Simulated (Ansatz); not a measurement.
Born–Oppenheimer molecular dynamics of AsBH$_{3}$ (5 atoms, charge 0, multiplicity 2). It starts at the highest image of a converged band, a first-order saddle point between two minima.

These are results of Ansatz 0.2.0, UKS PBE0-D4/def2-SVP, not measurements.

```
ensemble                      : NVE (velocity Verlet)
time step                     : 0.5 fs
steps asked                   : 200
starting velocities drawn for : 100 K
seed                          : 13081
```

First frame:

```xyz
5
Properties=species:S:1:pos:R:3
B -0.088 -0.457 0.237
As 1.050 1.165 0.272
H -1.148 -0.469 0.822
H 0.215 -1.398 -0.462
H -0.029 1.159 -0.869
```

Q: What does the run give?

A: All steps were run.

```json
{
  "steps done": "200",
  "time covered": "100 fs",
  "mean temperature over the second half": "80 K",
  "spread of the potential energy over the second half": "2.4 meV per atom",
  "mean potential energy of the second half above the start": "1.5 meV per atom"
}
```

The conserved energy stayed within 0.035 meV per atom of its start (net change 0.024 meV per atom), so the integration is sound. A run of 0.1 ps of so small a system gives no equilibrium averages.

Q: What happens to the structure?

A: The step under study would form B1–H5 and break As2–H5. These pairs go: B1–H5 1.96 → 1.75 Å, As2–H5 1.57 → 1.56 Å. In the last frame they stand as before the step (other bonds may differ from the relaxed reactants and products). It ends as one piece, AsBH3. Pairs count as bonded within 1.25 times the sum of covalent radii (0.12 Å more for H–H). This is one draw of velocities; another would differ in detail.

Q: How do temperature and energy run in time?

A: 
```json
{"time (fs)": "0.0", "T (K)": "100", "potential energy less start (eV)": "0.000", "conserved less start (meV/atom)": "0.00"}
{"time (fs)": "3.0", "T (K)": "57", "potential energy less start (eV)": "0.017", "conserved less start (meV/atom)": "0.03"}
{"time (fs)": "6.0", "T (K)": "58", "potential energy less start (eV)": "0.016", "conserved less start (meV/atom)": "0.02"}
{"time (fs)": "9.0", "T (K)": "48", "potential energy less start (eV)": "0.020", "conserved less start (meV/atom)": "0.02"}
{"time (fs)": "12.0", "T (K)": "27", "potential energy less start (eV)": "0.029", "conserved less start (meV/atom)": "0.03"}
{"time (fs)": "15.0", "T (K)": "37", "potential energy less start (eV)": "0.024", "conserved less start (meV/atom)": "0.02"}
{"time (fs)": "18.0", "T (K)": "48", "potential energy less start (eV)": "0.020", "conserved less start (meV/atom)": "0.01"}
{"time (fs)": "21.0", "T (K)": "29", "potential energy less start (eV)": "0.028", "conserved less start (meV/atom)": "0.03"}
{"time (fs)": "24.0", "T (K)": "63", "potential energy less start (eV)": "0.014", "conserved less start (meV/atom)": "0.01"}
{"time (fs)": "27.0", "T (K)": "64", "potential energy less start (eV)": "0.014", "conserved less start (meV/atom)": "0.02"}
{"time (fs)": "30.0", "T (K)": "63", "potential energy less start (eV)": "0.015", "conserved less start (meV/atom)": "0.03"}
{"time (fs)": "33.0", "T (K)": "89", "potential energy less start (eV)": "0.004", "conserved less start (meV/atom)": "0.01"}
{"time (fs)": "36.0", "T (K)": "61", "potential energy less start (eV)": "0.015", "conserved less start (meV/atom)": "0.03"}
{"time (fs)": "39.0", "T (K)": "65", "potential energy less start (eV)": "0.014", "conserved less start (meV/atom)": "0.02"}
{"time (fs)": "42.0", "T (K)": "78", "potential energy less start (eV)": "0.009", "conserved less start (meV/atom)": "0.02"}
{"time (fs)": "45.0", "T (K)": "67", "potential energy less start (eV)": "0.013", "conserved less start (meV/atom)": "0.02"}
{"time (fs)": "48.0", "T (K)": "74", "potential energy less start (eV)": "0.010", "conserved less start (meV/atom)": "0.03"}
{"time (fs)": "51.0", "T (K)": "111", "potential energy less start (eV)": "-0.004", "conserved less start (meV/atom)": "0.01"}
{"time (fs)": "54.0", "T (K)": "100", "potential energy less start (eV)": "0.000", "conserved less start (meV/atom)": "0.03"}
{"time (fs)": "57.0", "T (K)": "117", "potential energy less start (eV)": "-0.007", "conserved less start (meV/atom)": "0.01"}
{"time (fs)": "60.0", "T (K)": "104", "potential energy less start (eV)": "-0.001", "conserved less start (meV/atom)": "0.01"}
{"time (fs)": "63.0", "T (K)": "60", "potential energy less start (eV)": "0.016", "conserved less start (meV/atom)": "0.02"}
{"time (fs)": "66.0", "T (K)": "41", "potential energy less start (eV)": "0.023", "conserved less start (meV/atom)": "0.03"}
{"time (fs)": "69.0", "T (K)": "57", "potential energy less start (eV)": "0.017", "conserved less start (meV/atom)": "0.02"}
{"time (fs)": "72.0", "T (K)": "68", "potential energy less start (eV)": "0.013", "conserved less start (meV/atom)": "0.03"}
{"time (fs)": "75.0", "T (K)": "107", "potential energy less start (eV)": "-0.003", "conserved less start (meV/atom)": "0.02"}
{"time (fs)": "78.0", "T (K)": "140", "potential energy less start (eV)": "-0.015", "conserved less start (meV/atom)": "0.01"}
{"time (fs)": "81.0", "T (K)": "114", "potential energy less start (eV)": "-0.005", "conserved less start (meV/atom)": "0.02"}
{"time (fs)": "84.0", "T (K)": "91", "potential energy less start (eV)": "0.004", "conserved less start (meV/atom)": "0.02"}
{"time (fs)": "87.0", "T (K)": "66", "potential energy less start (eV)": "0.013", "conserved less start (meV/atom)": "0.02"}
{"time (fs)": "90.0", "T (K)": "31", "potential energy less start (eV)": "0.027", "conserved less start (meV/atom)": "0.03"}
{"time (fs)": "93.0", "T (K)": "46", "potential energy less start (eV)": "0.021", "conserved less start (meV/atom)": "0.02"}
{"time (fs)": "96.0", "T (K)": "59", "potential energy less start (eV)": "0.016", "conserved less start (meV/atom)": "0.02"}
{"time (fs)": "99.0", "T (K)": "57", "potential energy less start (eV)": "0.017", "conserved less start (meV/atom)": "0.02"}
```

The run took 7.3 min on 1 thread of AMD EPYC 7R43 64-Core Processor (Zen 3), with other jobs on the host, peak memory 0.15 GiB.
